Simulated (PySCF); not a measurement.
F3S, SMILES F[S](F)F (connectivity only; charge and spin as stated), charge -1, multiplicity 1. The structure is a stationary point at PBE-D3(BJ)/def2-SVPD. The multiplicity is an assumed one; other spin states were not compared. The isomer is the one that the SMILES or the coordinates give; other isomers of the formula were not compared.

Calculation: PySCF with PBE-D3(BJ)/def2-SVPD.

Harmonic wavenumbers (cm⁻¹): 226, 275, 317, 405, 483, 677. Rotational constants (GHz): 12.11, 3.824, 2.906; symmetry number 2.

Question: Work out the zero-point energy and the ideal-gas rigid-rotor harmonic-oscillator thermochemistry at 298.15 K and 1 atm.

Answer: ZPE = ½ Σ hcν = ½ × 2383 cm⁻¹ = 14.25 kJ/mol. H − E(el) = 29.51 kJ/mol. Entropy in J/(mol K): translation 164.73, rotation 100.02, vibration 28.38, total 293.14. G − E(el) = -57.88 kJ/mol. Cp = 70.01 J/(mol K).
